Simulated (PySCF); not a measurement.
SSi, charge -1, doublet, geometry from GFN2-xTB (a state made from the parent by changing its charge; the spin is typed, not shown lowest); PySCF with SVWN5/3-21G.

PySCF was given this input:
```python
from pyscf import gto, scf, dft

mol = gto.Mole()
mol.atom = '''
    Si   -0.000000   -0.000000   -1.116477
    S     0.000000    0.000000    0.976917
'''
mol.basis = '3-21g'
mol.charge = -1
mol.spin = 1
mol.verbose = 4
mol.symmetry = True
mol.build()

mf = dft.UKS(mol)
mf.xc = 'lda,vwn'
mf.kernel()
mf.analyze()
```

It wrote (shortened):

```
PySCF version 2.14.0

[INPUT] verbose = 4
[INPUT] num. atoms = 2
[INPUT] num. electrons = 31
[INPUT] charge = -1
[INPUT] spin (= nelec alpha-beta = 2S) = 1
[INPUT] symmetry True subgroup None
[INPUT] Mole.unit = angstrom
[INPUT] Symbol           X                Y                Z      unit          X                Y                Z       unit  Magmom
[...]
nuclear repulsion = 56.6236911188625
point group symmetry = Coov
symmetry origin: [ 0.00000000e+00  0.00000000e+00 -3.77945225e-07]
symmetry axis x: [1. 0. 0.]
symmetry axis y: [0. 1. 0.]
symmetry axis z: [0. 0. 1.]
num. orbitals of irrep A1 = 14
num. orbitals of irrep E1x = 6
num. orbitals of irrep E1y = 6
number of shells = 14
number of NR pGTOs = 54
number of NR cGTOs = 26
basis = 3-21g
ecp = {}

******** <class 'pyscf.dft.uks_symm.SymAdaptedUKS'> ********
method = SymAdaptedUKS
initial guess = minao
damping factor = 0
level_shift factor = 0
DIIS = <class 'pyscf.scf.diis.CDIIS'>
diis_start_cycle = 1
diis_space = 8
diis_damp = 0
SCF conv_tol = 1e-09
SCF conv_tol_grad = None
SCF max_cycles = 50
direct_scf = True
direct_scf_tol = 1e-13
number electrons alpha = 16  beta = 15
XC library pyscf.dft.libxc version 7.1.2
    S. Lehtola, C. Steigemann, M. J. T. Oliveira, and M. A. L. Marques,  SoftwareX 7, 1–5 (2018)
XC functionals = lda,vwn
    P. A. M. Dirac,  Math. Proc. Cambridge Philos. Soc. 26, 376 (1930)
    F. Bloch,  Z. Phys. 57, 545 (1929)
    S. H. Vosko, L. Wilk, and M. Nusair,  Can. J. Phys. 58, 1200 (1980)
radial grids:
    Treutler-Ahlrichs [JCP 102, 346 (1995); DOI:10.1063/1.469408] (M4) radial grids

becke partition: Becke, JCP 88, 2547 (1988); DOI:10.1063/1.454033
pruning grids: <function nwchem_prune>
grids dens level: 3
symmetrized grids: True
atomic radii adjust function: <function treutler_atomic_radii_adjust>
small_rho_cutoff = 0
Freeze 0 electrons in irreps []
    31 free electrons in irreps A1 E1x E1y
Set gradient conv threshold to 3.16228e-05
tot grids = 38064
init E= -681.223293801786

cycle= 1 E= -681.605284184951  delta_E= -0.382  |g|= 0.317  |ddm|=  1.3

cycle= 2 E= -680.550654925021  delta_E= 1.05  |g|= 1.05  |ddm|= 1.87

cycle= 3 E= -681.679139474958  delta_E= -1.13  |g|= 0.0978  |ddm|= 1.67

cycle= 4 E= -681.689932926529  delta_E= -0.0108  |g|= 0.023  |ddm|= 0.289

cycle= 5 E= -681.690286983943  delta_E= -0.000354  |g|= 0.00578  |ddm|= 0.0483

cycle= 6 E= -681.690232037302  delta_E= 5.49e-05  |g|= 0.00913  |ddm|= 0.0169

[...]
SCF not converged.
Total Energy =                        -681.690249656123228
[...]
alpha MO #17 (E1y #4), energy= 0.0989352332788056 occ= 0
alpha MO #18 (A1 #10), energy= 0.215028713788293 occ= 0
alpha MO #19 (A1 #11), energy= 0.450826999422561 occ= 0
alpha MO #20 (E1x #5), energy= 0.5054184566271 occ= 0
alpha MO #21 (E1y #5), energy= 0.5054184566271 occ= 0
alpha MO #22 (A1 #12), energy= 0.506000277123891 occ= 0
alpha MO #23 (A1 #13), energy= 0.656902485292873 occ= 0
alpha MO #24 (E1x #6), energy= 0.704073704804108 occ= 0
alpha MO #25 (E1y #6), energy= 0.704073704804108 occ= 0
alpha MO #26 (A1 #14), energy= 0.808146736843235 occ= 0
beta  MO #1 (A1 #1), energy= -86.8333688573819 occ= 1
beta  MO #2 (A1 #2), energy= -64.4235143159102 occ= 1
beta  MO #3 (A1 #3), energy= -7.32491802933852 occ= 1
beta  MO #4 (A1 #4), energy= -5.38949686005273 occ= 1
beta  MO #5 (E1x #1), energy= -5.38211079212622 occ= 1
beta  MO #6 (E1y #1), energy= -5.38211079212622 occ= 1
beta  MO #7 (A1 #5), energy= -4.76347155127908 occ= 1
beta  MO #8 (A1 #6), energy= -3.20592816000055 occ= 1
beta  MO #9 (E1x #2), energy= -3.20052388589269 occ= 1
beta  MO #10 (E1y #2), energy= -3.20052388589269 occ= 1
beta  MO #11 (A1 #7), energy= -0.399384096191623 occ= 1
beta  MO #12 (A1 #8), energy= -0.151751531099777 occ= 1
beta  MO #13 (A1 #9), energy= -0.0140540921803708 occ= 1
beta  MO #14 (E1x #3), energy= -0.00925450098522473 occ= 1
beta  MO #15 (E1y #3), energy= -0.00925450098522473 occ= 1
beta  MO #16 (E1x #4), energy= 0.12707117266124 occ= 0
beta  MO #17 (E1y #4), energy= 0.12707117266124 occ= 0
beta  MO #18 (A1 #10), energy= 0.225066303047565 occ= 0
beta  MO #19 (A1 #11), energy= 0.46577205535563 occ= 0
beta  MO #20 (A1 #12), energy= 0.514997669356285 occ= 0
beta  MO #21 (E1x #5), energy= 0.530716175028616 occ= 0
beta  MO #22 (E1y #5), energy= 0.530716175028616 occ= 0
beta  MO #23 (A1 #13), energy= 0.660992338376245 occ= 0
beta  MO #24 (E1x #6), energy= 0.712299529253127 occ= 0
beta  MO #25 (E1y #6), energy= 0.712299529253127 occ= 0
beta  MO #26 (A1 #14), energy= 0.813109998678964 occ= 0
 ** Mulliken pop alpha/beta on meta-lowdin orthogonal AOs **
 ** Mulliken pop       alpha | beta **
[...]
In total            16.00000 | 15.00000
 ** Mulliken atomic charges   ( Nelec_alpha | Nelec_beta ) **
charge of  0Si =     -0.42535  (     7.63865      6.78670 )
charge of  1S =     -0.57465  (     8.36135      8.21330 )

WARN: System has nonzero charge -1; the dipole moment is origin-dependent.
Location of origin: [0. 0. 0.]

Dipole moment(X, Y, Z, Debye):  0.00000,  0.00000,  0.05227
```

The run did not converge; its last values are not results.
